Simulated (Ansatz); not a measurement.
The inner images of a band of ClH + F2GeH2 (7 atoms, charge 0, multiplicity 1) are given out of order.

These are results of RHF/def2-SVP (Ansatz 0.2.0), not measurements.

Initial state:

```xyz
7
Properties=species:S:1:pos:R:3
Ge 0.232 0.000 -0.196
F 0.148 0.000 1.525
F 1.913 0.000 -0.522
H -0.345 1.307 -0.696
H -0.345 -1.307 -0.696
Cl -3.064 0.000 1.510
H -2.006 0.000 2.222
```

Final state:

```xyz
7
Properties=species:S:1:pos:R:3
Ge -0.859 0.003 -0.689
F 0.853 -0.010 3.418
F -0.114 0.009 0.879
H -0.442 1.294 -1.361
H -0.448 -1.298 -1.348
Cl -2.967 0.004 -0.331
H 0.509 -0.002 2.580
```

Task: Put them in order from the first end to the last, with their energies above the first end.
A.
```xyz
7
Properties=species:S:1:pos:R:3
Ge -0.660 0.002 -0.702
F -0.020 -0.014 3.361
F 0.660 0.012 0.420
H -0.594 1.291 -1.496
H -0.587 -1.296 -1.480
Cl -2.375 0.006 0.579
H 0.108 0.000 2.467
```
B.
```xyz
7
Properties=species:S:1:pos:R:3
Ge -0.184 0.000 -0.146
F -0.091 -0.002 1.804
F 1.540 0.001 -0.148
H -0.536 1.367 -0.661
H -0.535 -1.368 -0.659
Cl -2.558 0.002 1.027
H -1.103 -0.001 1.931
```
C.
```xyz
7
Properties=species:S:1:pos:R:3
Ge -0.771 0.002 -0.686
F 0.366 -0.010 3.391
F 0.307 0.009 0.676
H -0.516 1.294 -1.435
H -0.515 -1.297 -1.423
Cl -2.741 0.005 0.140
H 0.403 -0.002 2.485
```
D.
```xyz
7
Properties=species:S:1:pos:R:3
Ge -0.393 0.002 -0.328
F 0.000 -0.008 2.201
F 1.294 0.006 0.038
H -0.552 1.363 -0.954
H -0.550 -1.365 -0.944
Cl -2.361 0.007 0.815
H -0.904 -0.004 2.319
```
E.
```xyz
7
Properties=species:S:1:pos:R:3
Ge 0.056 0.000 -0.107
F 0.080 -0.001 1.639
F 1.743 0.001 -0.362
H -0.498 1.314 -0.614
H -0.498 -1.315 -0.613
Cl -2.727 0.001 1.264
H -1.623 0.000 1.941
```
F.
```xyz
7
Properties=species:S:1:pos:R:3
Ge -0.468 0.003 -0.563
F 0.064 -0.019 2.757
F 1.056 0.015 0.210
H -0.556 1.320 -1.298
H -0.551 -1.328 -1.273
Cl -2.198 0.014 0.770
H -0.814 -0.005 2.544
```
G.
```xyz
7
Properties=species:S:1:pos:R:3
Ge -0.538 0.002 -0.765
F 0.002 -0.018 3.432
F 0.935 0.015 0.109
H -0.626 1.293 -1.555
H -0.616 -1.302 -1.534
Cl -2.083 0.013 0.749
H -0.541 -0.004 2.711
```

Result: E (+5.3 kcal/mol), B (+32.1 kcal/mol), D (+20.6 kcal/mol), F (+5.7 kcal/mol), G (+1.4 kcal/mol), A (-0.5 kcal/mol), C (-2.4 kcal/mol).

The run took 100 s on 2 threads of Arm Neoverse V2, on a shared host, peak memory 0.21 GiB.
